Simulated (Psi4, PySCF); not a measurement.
C2H3Cl2FSi2 (SMILES F[SiH2]C#C[SiH](Cl)Cl), singlet, at a GFN2-xTB geometry, atoms displaced at random by about 0.03 Å a coordinate. Base run: PBE0/STO-3G, gradient (PySCF).

The PySCF input:
```python
from pyscf import gto, scf, dft

mol = gto.Mole()
mol.atom = '''
    Si    3.33832110   -0.37970191   -0.14804131
    F     3.73824609   -1.25390941   -1.33316548
    C     1.50924660   -0.20453968   -0.14037042
    C     0.24989598   -0.12843980   -0.22207113
    Si   -1.56214059   -0.03556213   -0.16136208
    Cl   -2.25994539   -0.85018470    1.46011135
    Cl   -2.07360574    1.99120523   -0.26465012
    H     3.94497994    0.95165851   -0.34513381
    H     3.74749044   -1.09664413    1.01293018
    H    -2.17481125   -0.63245743   -1.41731360
'''
mol.basis = 'sto-3g'
mol.verbose = 4
mol.build()

mf = dft.RKS(mol)
mf.xc = 'pbe0'
mf.kernel()
g = mf.nuc_grad_method()
grad = g.kernel()
```

Programs used: Psi4, PySCF; a row that names a program was run with it.

The coordinate followed is x of atom 1.

Variants of this job, named by their change:

```csv
change,dE/dx (Eh/bohr),net force (Eh/bohr)
base,0.022322,0.000201
finite difference step (bohr) = 0.2; conv_tol = 1e-11,0.017917,-
density fitting = on; auxbasis_response = off,0.022338,0.002582
conv_tol = 1e-4,0.022314,0.000201
grids.level = 0; grid_response = off,0.022032,0.008614
density fitting = on,0.022337,0.000201
code = psi4,0.022340,0.000215
grid_response = on,0.022469,0.000000
finite difference step (bohr) = 1e-5; conv_tol = 1e-11,0.022469,-
grids.level = 1; grid_response = on,0.022591,0.000000
finite difference step (bohr) = 1e-4; conv_tol = 1e-11,0.022470,-
finite difference step (bohr) = 0.01; conv_tol = 1e-11,0.022458,-
```

The net force is zero for an exact gradient.
